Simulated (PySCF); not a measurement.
**Orbital energies, ionisation energy and electron affinity**

Compound: (KH)2 ring, K2H2.
Structure used (PBE0-D3(BJ)/def2-SVP), in Å, numbered top down from 1:
```xyz
4
K2H2 angstrom
K      1.0990    0.9627    1.0216
H      0.0878    1.2194   -1.2362
K     -1.0992   -0.9629   -1.0216
H     -0.0876   -1.2192    1.2362
```

Level: CAM-B3LYP/def2-SVPD (PySCF). Frontier orbitals with their largest atomic shares (Löwdin; up to four atoms above 4 %):

```csv
orbital,ε (eV),main atoms
HOMO−3,-21.23,"K1 50 %, K3 48 %"
HOMO−2,-21.23,"K1 50 %, K3 49 %"
HOMO−1,-6.18,"H4 28 %, H2 28 %, K1 22 %, K3 22 %"
HOMO,-5.55,?
LUMO,-0.22,"K3 50 %, K1 49 %"
LUMO+1,-0.05,"K1 48 %, K3 48 %"
LUMO+2,0.41,"K3 49 %, K1 49 %"
```

Problem. What vertical ionisation energy does ΔSCF give, and how far is −ε(HOMO) from it?

Solution. ΔSCF: 6.32 eV (610 kJ/mol; threshold wavelength 196 nm); ⟨S²⟩ of the doublet left behind is 0.793, against 0.75 for a pure doublet. −ε(HOMO) is 5.55 eV, 0.77 eV below it. For the exact functional −ε(HOMO) would equal the first vertical ionisation energy; CAM-B3LYP (range-separated hybrid) falls short of its own ΔSCF value by 12 %.

Problem. On which atoms does the HOMO lie?

Solution. H2 (hydrogen bonded to 2 K) 30 %, H4 (hydrogen bonded to 2 K) 30 %, K1 (potassium bonded to 2 H) 20 %, K3 (potassium bonded to 2 H) 20 %, so no atom holds as much as 40 %. The HOMO−1 lies 0.63 eV lower.

Problem. And the vertical electron affinity, the fundamental gap, Mulliken's electronegativity and the hardness (with the factor ½)?

Solution. EA = -0.07 eV by ΔSCF (−ε(LUMO) = 0.22 eV); a negative value means that the added electron isn't bound at this geometry and level, and the number then depends on the basis. IE − EA = 6.39 eV against an orbital gap of 5.33 eV; (IE + EA)/2 = 3.12 eV; (IE − EA)/2 = 3.20 eV.

Problem. What total energies stand behind the ΔSCF value?

Solution. E(N) = -1200.89389 Eh and E(N − 1) = -1200.66160 Eh at the same geometry, 0.23229 Eh apart. With one more electron, E(N + 1) = -1200.89136 Eh.

Problem. With α = 68.8 au, estimate the like-pair dispersion coefficient by London's formula C6 = (3/4)α²I.

Solution. I = 0.2323 Eh, so C6 ≈ 825 au, a rough estimate.

Geometry: PBE0-D3(BJ)/def2-SVP; no solvent, vibrations or thermal averaging.

The run behind these numbers computed excited states and ΔSCF ions as well. Time: 6.9 s of wall time. Hardware: an Arm Neoverse V1 with one thread, no GPU, shared host.
